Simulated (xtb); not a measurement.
Sn(H)2(vinyl)(OH) (C2H6OSn), SMILES C=[CH][SnH2][OH]. All values are semi-empirical tight-binding results from xtb (GFN2-xTB unless named), good for trends rather than for accurate numbers. Coordinates come from a GFN2-xTB optimisation. The structure was generated by enumeration; whether it is a known compound was not checked. The values are those of a single conformer.

For metal compounds this method's bond lengths and energies can be far off.

Computed properties:
The orbital gap is 4.69 eV. The zero-point energy is 40.1 kcal/mol and the G − E(el) at 298.15 K (modified RRHO) comes out as 20.1 kcal/mol.
